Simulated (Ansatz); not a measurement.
Total energies of GeMe4 (C₄H₁₂Ge) from Ansatz at PBE0-D4/def2-TZVP, gas phase (1 Eh = 27.2114 eV = 2625.5 kJ/mol). The reference geometry is relaxed at PBE-D4/def2-SVP.

| state | geometry | energy (Eh) |
| --- | --- | --- |
| charge 0 singlet | reference | -2236.28361 |
| charge 1 doublet | reference | -2235.91995 |
| free Ge atom (triplet) | – | -2076.65516 |
| free C atom (triplet) | – | -37.80537 |
| free H atom (doublet) | – | -0.50104 |

Work out the vertical ionisation energy to the doublet.

E(charge 1 doublet) − E(charge 0 singlet) = -2235.91995 − (-2236.28361) = 0.36366 Eh = 9.90 eV. For comparison, −ε of the highest occupied level is 8.06 eV at this level, 1.84 eV less.

What is the binding energy per atom against free atoms?

Atoms: 1 × (-2076.65516) + 4 × (-37.80537) + 12 × (-0.50104) = -2233.88912 Eh. Binding: -2233.88912 − (-2236.28361) = 2.39449 Eh = 65.16 eV, or 3.83 eV for each of 17 atoms (no zero-point energy, no counterpoise term).
